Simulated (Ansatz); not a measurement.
System: CH5BN, charge 0, doublet. CH5BN (SMILES BN[CH2], doublet).
B3LYP-D3(BJ)/def2-TZVP minimum from Ansatz (a program for electronic structure):
```
N
H 1 1.0108
C 1 1.3710 2 114.00
H 3 1.0773 1 119.71 2 0.00
H 3 1.0774 4 121.90 1 180.00
B 1 1.4095 2 117.64 3 -180.00
H 6 1.1900 1 118.13 2 0.00
H 6 1.1912 7 123.32 1 180.00
```
Charge 0, spin multiplicity 2.

Total energies in cc-pVDZ, 17 correlated electrons, 3 frozen orbitals. Open shells are spin-unrestricted; no spin-orbit coupling. Correlated methods leave the cores frozen. No relativity.

| method | program | energy (Eh) | minus CCSDT(Q) (mEh) |
|---|---|---|---|
| HF | Ansatz | -119.90346 | 430.85 |
| MP2 | Ansatz | -120.27987 | 54.43 |
| CCSD | Ansatz | -120.32082 | 13.49 |
| CCSD(T) | Ansatz | -120.33253 | 1.77 |
| CCSDT(Q) | Ansatz | -120.33431 | 0.00 |

Rough core times of Ansatz's runs on a shared machine: CCSD(T) under 20 s, CCSDT(Q) 6 min.
